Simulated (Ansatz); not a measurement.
`C[N](C)[Hf]([F])([Cl])[Cl]` and `C[N](C)[Hf]([F])([Cl])[N]=C=O` differ in one atom or group.

Ansatz, PBE0-D4/def2-TZVP geometries, multiplicity 1. Each molecule was computed in one conformer, which needn't be the lowest.

Elements past krypton have def2 core potentials.

```csv
property,`C[N](C)[Hf]([F])([Cl])[Cl]`
zero-point energy (PBE0-D4/def2-TZVP) / kJ/mol,225.4
LUMO energy (PBE/def2-TZVPP) / eV,-1.94
size of the dipole moment (ωB97M-V/def2-TZVPP) / D,3.07
LUMO energy (PBE0/def2-TZVPP) / eV,-1.05
HOMO energy (B3LYP/def2-TZVPP) / eV,-7.04
HOMO–LUMO gap (B3LYP/def2-TZVPP) / eV,5.77
```

Task: Give the same properties after the change, and the shifts. (Best estimate.)

Result: The calculation gave: 
| property | `C[N](C)[Hf]([F])([Cl])[N]=C=O` | shift |
| --- | --- | --- |
| zero-point energy (PBE0-D4/def2-TZVP) / kJ/mol | 257.1 | 31.7 |
| LUMO energy (PBE/def2-TZVPP) / eV | -2.04 | -0.10 |
| size of the dipole moment (ωB97M-V/def2-TZVPP) / D | 3.27 | 0.20 |
| LUMO energy (PBE0/def2-TZVPP) / eV | -1.20 | -0.15 |
| HOMO energy (B3LYP/def2-TZVPP) / eV | -7.00 | 0.04 |
| HOMO–LUMO gap (B3LYP/def2-TZVPP) / eV | 5.59 | -0.18 |

The zero-point energy changes by 31.7 kJ/mol with +6 modes. Dipoles are sizes alone; their direction can turn.

B3LYP here is the variant with VWN-RPA as its local correlation; programs differ in this.
